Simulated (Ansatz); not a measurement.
Reaction (atomization): `C[SiH]1[NH][AlH]1` → Al• + C• + 6 H• + N• + Si•

Isolated molecules relaxed with PBE0-D4/def2-TZVP in Ansatz; ΔE leaves out vibrations. CCSD(T)/CBS adds triple-zeta CCSD(T) − MP2 to the extrapolated MP2 energy (def2 sets, frozen cores). This one scheme is used for every species, atoms too. DFT in def2-TZVPP. Open shells (•) are unrestricted, without spin–orbit coupling. Spin–orbit coupling would lower the free atoms: a little for Al, C, Si.

CCSD(T)/CBS gives +34.42 eV.

Q: Another level gave +34.42 eV. Which?
A. r2SCAN/def2-TZVPP
B. SCS-MP2/def2-TZVPP
C. LDA (SPW92)/def2-TZVPP
D. r2SCAN0/def2-TZVPP

A: A. r2SCAN 34.42, r2SCAN0 33.94, SCS-MP2/def2-TZVPP 33.80, LDA (SPW92) 38.86 eV.

Largest T1 diagnostic among the species: 0.018.

From r2SCAN to r2SCAN0 (25 % exact exchange), in def2-TZVPP and without D4, ΔE moves by −0.48 eV: exact exchange takes away binding that semilocal exchange gives to molecules. At CCSD(T), def2-SVP lies −2.43 eV from the extrapolated value and def2-TZVPP −1.01 eV: correlation converges slowly with the basis, and small sets miss more of it in the bonded molecule than in its fragments. Leaving LDA and LC-ωPBE aside and taking each functional with its dispersion term where it has one, the values, not all of them listed here, spread over 1.19 eV, from BHLYP-D4 to PBE-D4. LDA lies +4.31 eV from PBE without D4, its usual overbinding.

For atomizations the MP2-based limit and the directly extrapolated one differ by several kJ/mol either way, and by 10 to 25 for some Ge, Se and Sn compounds, so smaller differences from it don't rank the levels.
